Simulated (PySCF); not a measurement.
silylarsine (H5AsSi), singlet, geometry from GFN2-xTB; PBE/STO-3G run with PySCF.

PySCF was given this input:
```python
from pyscf import gto, scf, dft

mol = gto.Mole()
mol.atom = '''
    Si   -1.492962    0.170531    0.316143
    As    0.753713   -0.075921   -0.219040
    H    -2.293675   -0.779902   -0.466881
    H    -1.939011    1.525361   -0.034321
    H    -1.819090   -0.044947    1.730894
    H     0.886343   -1.320446    0.609663
    H     1.194382    0.737893    0.962948
'''
mol.basis = 'sto-3g'
mol.charge = 0
mol.spin = 0
mol.verbose = 4
mol.build()

mf = dft.RKS(mol)
mf.xc = 'pbe'
mf.DIIS = scf.EDIIS
mf.kernel()
mf.analyze()
```

It wrote (shortened):

```
PySCF version 2.14.0

[INPUT] verbose = 4
[INPUT] num. atoms = 7
[INPUT] num. electrons = 52
[INPUT] charge = 0
[INPUT] spin (= nelec alpha-beta = 2S) = 0
[INPUT] symmetry False subgroup None
[INPUT] Mole.unit = angstrom
[INPUT] Symbol           X                Y                Z      unit          X                Y                Z       unit  Magmom
[...]
nuclear repulsion = 167.27401853342
number of shells = 18
number of NR pGTOs = 96
number of NR cGTOs = 32
basis = sto-3g
ecp = {}

******** <class 'pyscf.dft.rks.RKS'> ********
method = RKS
initial guess = minao
damping factor = 0
level_shift factor = 0
DIIS = <class 'pyscf.scf.diis.EDIIS'>
diis_start_cycle = 1
diis_space = 8
diis_damp = 0
SCF conv_tol = 1e-09
SCF conv_tol_grad = None
SCF max_cycles = 50
direct_scf = True
direct_scf_tol = 1e-13
XC library pyscf.dft.libxc version 7.1.2
    S. Lehtola, C. Steigemann, M. J. T. Oliveira, and M. A. L. Marques,  SoftwareX 7, 1–5 (2018)
XC functionals = pbe
    J. P. Perdew, K. Burke, and M. Ernzerhof,  Phys. Rev. Lett. 77, 3865 (1996)
    J. P. Perdew, K. Burke, and M. Ernzerhof,  Phys. Rev. Lett. 78, 1396 (1997)
    J. P. Perdew, K. Burke, and M. Ernzerhof,  Phys. Rev. Lett. 77, 3865 (1996)
    J. P. Perdew, K. Burke, and M. Ernzerhof,  Phys. Rev. Lett. 78, 1396 (1997)
radial grids:
    Treutler-Ahlrichs [JCP 102, 346 (1995); DOI:10.1063/1.469408] (M4) radial grids

becke partition: Becke, JCP 88, 2547 (1988); DOI:10.1063/1.454033
pruning grids: <function nwchem_prune>
grids dens level: 3
symmetrized grids: False
atomic radii adjust function: <function treutler_atomic_radii_adjust>
small_rho_cutoff = 0
Set gradient conv threshold to 3.16228e-05
Initial guess from minao.
tot grids = 88648
init E= -2496.26223381601
[...]
cycle= 1 E= -2499.01761605405  delta_E= -2.76  |g|= 0.53  |ddm|= 2.75
[...]
cycle= 2 E= -2499.00147531542  delta_E= 0.0161  |g|= 0.559  |ddm|= 2.31
[...]
cycle= 3 E= -2499.15471918423  delta_E= -0.153  |g|= 0.0401  |ddm|= 1.33
[...]
cycle= 4 E= -2499.1547191842  delta_E= 3.37e-11  |g|= 0.0401  |ddm|= 3.09e-09
[...]
cycle= 5 E= -2499.15471918572  delta_E= -1.53e-09  |g|= 0.0401  |ddm|= 1.44e-07
[...]
cycle= 6 E= -2499.15471918437  delta_E= 1.36e-09  |g|= 0.0401  |ddm|= 1.28e-07
[...]
cycle= 7 E= -2499.15471918405  delta_E= 3.13e-10  |g|= 0.0401  |ddm|= 2.97e-08
[...]
cycle= 8 E= -2499.15471918428  delta_E= -2.25e-10  |g|= 0.0401  |ddm|= 2.12e-08
[...]
cycle= 9 E= -2499.1547191842  delta_E= 7.55e-11  |g|= 0.0401  |ddm|= 7.16e-09
[...]
cycle= 10 E= -2499.14332541615  delta_E= 0.0114  |g|= 0.158  |ddm|= 0.294
[...]
cycle= 11 E= -2499.15344352454  delta_E= -0.0101  |g|= 0.066  |ddm|= 0.462
[...]
cycle= 12 E= -2499.15495020595  delta_E= -0.00151  |g|= 0.0327  |ddm|= 0.112
[...]
cycle= 13 E= -2499.15495020605  delta_E= -1.06e-10  |g|= 0.0327  |ddm|= 9.13e-09
[...]
cycle= 14 E= -2499.15495020593  delta_E= 1.19e-10  |g|= 0.0327  |ddm|= 1.02e-08
[...]
cycle= 15 E= -2499.15495020794  delta_E= -2.01e-09  |g|= 0.0327  |ddm|= 1.71e-07
[...]
cycle= 16 E= -2499.15495020608  delta_E= 1.86e-09  |g|= 0.0327  |ddm|= 1.58e-07
[...]
cycle= 17 E= -2499.15495020798  delta_E= -1.9e-09  |g|= 0.0327  |ddm|= 1.62e-07
[...]
cycle= 18 E= -2499.15495020652  delta_E= 1.47e-09  |g|= 0.0327  |ddm|= 1.25e-07
[...]
cycle= 19 E= -2499.15471677518  delta_E= 0.000233  |g|= 0.0394  |ddm|= 0.146
[...]
cycle= 20 E= -2499.1554363154  delta_E= -0.00072  |g|= 0.00868  |ddm|= 0.0923
[...]
cycle= 21 E= -2499.155436314  delta_E= 1.4e-09  |g|= 0.00868  |ddm|= 9.05e-07
[...]
cycle= 22 E= -2499.15543631478  delta_E= -7.75e-10  |g|= 0.00868  |ddm|= 5.06e-07
[...]
cycle= 23 E= -2499.15543631466  delta_E= 1.16e-10  |g|= 0.00868  |ddm|= 6.15e-08
[...]
cycle= 24 E= -2499.1554363148  delta_E= -1.38e-10  |g|= 0.00868  |ddm|= 7.66e-08
[...]
cycle= 25 E= -2499.15543631475  delta_E= 5.37e-11  |g|= 0.00868  |ddm|= 1.9e-08
[...]
cycle= 26 E= -2499.15543631491  delta_E= -1.65e-10  |g|= 0.00868  |ddm|= 7.71e-08
[...]
cycle= 27 E= -2499.15540796992  delta_E= 2.83e-05  |g|= 0.0112  |ddm|= 0.0263
[...]
cycle= 28 E= -2499.15543695445  delta_E= -2.9e-05  |g|= 0.00831  |ddm|= 0.0373
[...]
cycle= 29 E= -2499.15546862484  delta_E= -3.17e-05  |g|= 0.00111  |ddm|= 0.0167
[...]
cycle= 30 E= -2499.15546862488  delta_E= -3.82e-11  |g|= 0.00111  |ddm|= 8.12e-08
[...]
cycle= 31 E= -2499.15546862479  delta_E= 8.73e-11  |g|= 0.00111  |ddm|= 1.72e-07
[...]
cycle= 32 E= -2499.15546862469  delta_E= 9.55e-11  |g|= 0.00111  |ddm|= 3.56e-07
[...]
cycle= 33 E= -2499.15546862476  delta_E= -6.91e-11  |g|= 0.00111  |ddm|= 1.62e-07
[...]
cycle= 34 E= -2499.15546862495  delta_E= -1.87e-10  |g|= 0.00111  |ddm|= 7.32e-07
[...]
cycle= 35 E= -2499.15546289875  delta_E= 5.73e-06  |g|= 0.00377  |ddm|= 0.00579
[...]
cycle= 36 E= -2499.15546357952  delta_E= -6.81e-07  |g|= 0.00341  |ddm|= 0.0118
[...]
cycle= 37 E= -2499.15546799767  delta_E= -4.42e-06  |g|= 0.00163  |ddm|= 0.00931
[...]
cycle= 38 E= -2499.15546859924  delta_E= -6.02e-07  |g|= 0.00116  |ddm|= 0.001
[...]
cycle= 39 E= -2499.15546891801  delta_E= -3.19e-07  |g|= 0.000794  |ddm|= 0.000754
[...]
cycle= 40 E= -2499.15546893208  delta_E= -1.41e-08  |g|= 0.000774  |ddm|= 4.22e-05
[...]
cycle= 41 E= -2499.15546889984  delta_E= 3.22e-08  |g|= 0.000819  |ddm|= 9.33e-05
[...]
cycle= 42 E= -2499.15546889522  delta_E= 4.62e-09  |g|= 0.000825  |ddm|= 1.87e-05
[...]
cycle= 43 E= -2499.15546866276  delta_E= 2.32e-07  |g|= 0.0011  |ddm|= 0.000568
[...]
cycle= 44 E= -2499.1554686268  delta_E= 3.6e-08  |g|= 0.00112  |ddm|= 0.00358
[...]
cycle= 45 E= -2499.15546897987  delta_E= -3.53e-07  |g|= 0.00068  |ddm|= 0.00317
[...]
cycle= 46 E= -2499.15546919059  delta_E= -2.11e-07  |g|= 0.000158  |ddm|= 0.00112
[...]
cycle= 47 E= -2499.15546908519  delta_E= 1.05e-07  |g|= 0.000506  |ddm|= 0.000955
[...]
cycle= 48 E= -2499.15546919698  delta_E= -1.12e-07  |g|= 0.000109  |ddm|= 0.00101
[...]
cycle= 49 E= -2499.15546918728  delta_E= 9.71e-09  |g|= 0.000182  |ddm|= 0.000167
[...]
cycle= 50 E= -2499.15546918834  delta_E= -1.06e-09  |g|= 0.000174  |ddm|= 0.000419
SCF not converged.
SCF energy = -2499.15546918834
**** SCF Summaries ****
Total Energy =                       -2499.155469188336610
Nuclear Repulsion Energy =             167.274018533420303
One-electron Energy =                -3833.693304791034279
Two-electron Energy =                 1167.263817069277366
Two-electron Coulomb Energy =         1273.343010096082025
DFT Exchange-Correlation Energy =     -106.079193026804717
HOMO-LUMO gap [eV] =                     7.933408506921688
**** MO energy ****
[...]
 ** Mulliken pop on meta-lowdin orthogonal AOs  **
 ** Mulliken pop  **
[...]
 ** Mulliken atomic charges  **
charge of    0Si =      0.35223
charge of    1As =      0.09266
charge of    2H =     -0.10440
charge of    3H =     -0.10429
charge of    4H =     -0.10524
charge of    5H =     -0.06544
charge of    6H =     -0.06552
Dipole moment(X, Y, Z, Debye): -0.31668, -0.12395,  0.99739
```

Convergence was not reached.
